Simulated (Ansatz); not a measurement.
One change: `CC(C)[Si](Cl)(Cl)Cl` becomes `CC(C)[Si](Cl)(Cl)C(C)C`.

Ansatz, PBE0-D4/def2-TZVP geometries, multiplicity 1. Each molecule was computed in one conformer, which needn't be the lowest.

```csv
property,`CC(C)[Si](Cl)(Cl)Cl`
LUMO energy (B3LYP/def2-TZVPP) / eV,0.05
HOMO–LUMO gap (PBE0/def2-TZVPP) / eV,8.96
HOMO energy (ωB97M-V/def2-TZVPP) / eV,-10.82
HOMO energy (PBE0/def2-TZVPP) / eV,-8.65
HOMO–LUMO gap (ωB97M-V/def2-TZVPP) / eV,13.08
LUMO energy (PBE0/def2-TZVPP) / eV,0.31
```

Question: Give the same properties after the change, and the shifts. (Best estimate.)

Answer: Computed: 
```tsv
property	`CC(C)[Si](Cl)(Cl)C(C)C`	shift
LUMO energy (B3LYP/def2-TZVPP) / eV	0.46	0.41
HOMO–LUMO gap (PBE0/def2-TZVPP) / eV	8.57	-0.39
HOMO energy (ωB97M-V/def2-TZVPP) / eV	-10.03	0.79
HOMO energy (PBE0/def2-TZVPP) / eV	-7.85	0.80
HOMO–LUMO gap (ωB97M-V/def2-TZVPP) / eV	12.28	-0.80
LUMO energy (PBE0/def2-TZVPP) / eV	0.72	0.41
```

With PBE0 the HOMO rises by 0.80 eV and the LUMO rises by 0.41 eV, so the gap narrows by about 0.39 eV. PBE moves the HOMO by 0.77 eV and ωB97M-V by 0.79 eV.

B3LYP here is the variant with VWN-RPA as its local correlation; programs differ in this.
